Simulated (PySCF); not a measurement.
Excitations are Tamm–Dancoff values on a coarser integration grid. The basis has no diffuse functions, so Rydberg states are missing or too high.

# C₅H₄O, SMILES `C#C/C=C1\CO1` (charge 0, multiplicity 1)

These are ωB97X-D3(BJ)/def2-TZVP // PBE0-D3(BJ)/def2-TZVP (PySCF 2.14.0) values and carry that method's errors.

The HOMO comes out as -8.85 eV. The dipole moment is 1.61 D and the LUMO comes out as 1.73 eV. The HOMO–LUMO gap is 10.57 eV. The S1 excitation (TDA) comes out as 5.96 eV, the S1 oscillator strength is 0.000 and the brightest of the four lowest singlets (TDA) is 6.05 eV. The T1 excitation (TDA) is 3.79 eV and the S1–T1 gap (TDA) is 2.17 eV. The vertical ionisation energy (Delta-SCF) is 8.75 eV. The total energy is -268.2102 Ha and the cost is about 4 core-minutes (a rough figure).

Bonded distances (Å): C1–C2 1.203, C1–H7 1.064, C2–C3 1.413, C3–C4 1.325, C3–H8 1.085, C4–C5 1.425, C4–O6 1.336, C5–O6 1.472, C5–H9 1.085, C5–H10 1.085. Bond angles (°): C2–C1–H7 179.7, C1–C2–C3 178.4, C2–C3–C4 122.2, C2–C3–H8 119.1, C4–C3–H8 118.7, C3–C4–C5 156.7, C3–C4–O6 139.0, C5–C4–O6 64.4, C4–C5–O6 54.9, C4–C5–H9 120.1, C4–C5–H10 120.1, O6–C5–H9 114.2, O6–C5–H10 114.2, H9–C5–H10 117.0, C4–O6–C5 60.7.
